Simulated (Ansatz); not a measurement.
C₄H₃S (SMILES [c]1ccsc1), doublet, at a GFN2-xTB geometry; WB97X/6-311G** in Ansatz (a quantum-chemistry and plane-wave program).

Ansatz was given this input:
Ansatz 0.2 input:
```yaml
crystal:
  periodic: [false, false, false]
  atoms:
    - {symbol: S, position_ang: [-0.00426082, 0.01335767, 1.14805323]}
    - {symbol: C, position_ang: [0.01929047, 1.29020021, -0.06753540]}
    - {symbol: C, position_ang: [-0.01728820, -1.19482996, -0.08588622]}
    - {symbol: C, position_ang: [0.01570540, 0.73094110, -1.26843948]}
    - {symbol: C, position_ang: [-0.00465609, -0.66848623, -1.33994694]}
    - {symbol: H, position_ang: [0.03310944, 2.31060780, 0.24930890]}
    - {symbol: H, position_ang: [-0.03364272, -2.22856990, 0.19962805]}
    - {symbol: H, position_ang: [-0.00960313, -1.24271139, -2.24694036]}
basis:
  gaussian:
    orbitals: 6-311G__.json
hamiltonian:
  xc: {name: wB97X}
magnetization: {spin_polarized: true, initial_magnetization: 1}
accuracy: high
```
The basis file holds 6-311G** in the JSON format of the Basis Set Exchange.

The log (banner, timings and long lists left out):

```
Functional definition: wB97X
2274 factors; integrals over basis functions are off by at most 4.8e-9 eV
370 factors; integrals over basis functions are off by at most 2.7e-9 eV
mean field evaluation 1: about -15025.6155 eV, gradient 2.5e1 eV
mean field evaluation 2: about -15026.5677 eV, gradient 2.2e1 eV
mean field evaluation 4: about -15028.8802 eV, gradient 1.5e0 eV
mean field evaluation 8: about -15029.0098 eV, gradient 1.3e-1 eV
mean field evaluation 16: about -15029.0108 eV, gradient 8.6e-3 eV
mean field evaluation 32: about -15029.0108 eV, gradient 1.8e-6 eV
mean field -15029.01081393 eV, -552.3059603826 hartree, gradient 8.3e-8 eV, S^2 0.761946; 0 other end points of the search recorded, 0 dependent functions left out
reference -15029.01081121 eV, -552.3059602824 hartree; 22, 21 occupied and 95, 96 virtual orbitals, 2274 factors
Total energy: -15029.01081121 eV, -552.3059602824 hartree
```
